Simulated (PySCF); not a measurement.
# Correlation energy of Al (aluminium, neutral)

[Ne] 3s1 3p1 4s1, high-spin 4P determinant (an excited configuration). Computed with PySCF 2.14 in aug-cc-pCVTZ-DK with one added diffuse shell each of s, p, d, f type (9s8p6d4f, 91 functions), with scalar relativity by spin-free X2C-1e. Frozen: 1s2; 11 electrons correlated.

MP2 pair energies summed by pair of shells (mhartree):

| pair | energy | share (%) |
| --- | --- | --- |
| 2p-2p | -188.83 | 66.9 |
| 2s-2p | -61.41 | 21.8 |
| 2s-2s | -9.75 | 3.5 |
| 2p-3s | -8.68 | 3.1 |
| 2p-3p | -4.98 | 1.8 |
| 3s-3p | -2.53 | 0.9 |
| 3p-4s | -2.05 | 0.7 |
| 3s-4s | -1.34 | 0.5 |
| 2s-3s | -0.98 | 0.3 |
| 2p-4s | -0.77 | 0.3 |
| 2s-3p | -0.75 | 0.3 |
| 2s-4s | -0.08 | 0.0 |

Total MP2 correlation energy: -282.16 mhartree.

Same-spin part -79.62 and opposite-spin part -202.54 mhartree; SCS-MP2 scales them by 1/3 and 6/5 to -269.58 mhartree.
